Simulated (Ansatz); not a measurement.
Ansatz results at the PBE0-D4/def2-TZVP geometry: LUMO energy (ωB97M-V/def2-TZVPP) 1.92 eV; LUMO energy (PBE0/def2-TZVPP) 0.44 eV; HOMO–LUMO gap (B3LYP/def2-TZVPP) 6.42 eV.

Each molecule was computed in one conformer, which needn't be the lowest.

(1) Which molecule gave them?
A. `C[S][Ga]([Cl])[Cl]`
B. `C[CH2][GaH][NH2]`
C. `[CH3][Ga]([NH2])[NH2]`
D. `[NH2][Ga]([NH2])[F]`

Answers

(1) C. The others give `[NH2][Ga]([NH2])[F]`: 1.33, -0.30, 6.46; `C[CH2][GaH][NH2]`: 1.38, -0.27, 6.39; `C[S][Ga]([Cl])[Cl]`: 0.53, -1.38, 5.77.

B3LYP here is the variant with VWN-RPA as its local correlation; programs differ in this.
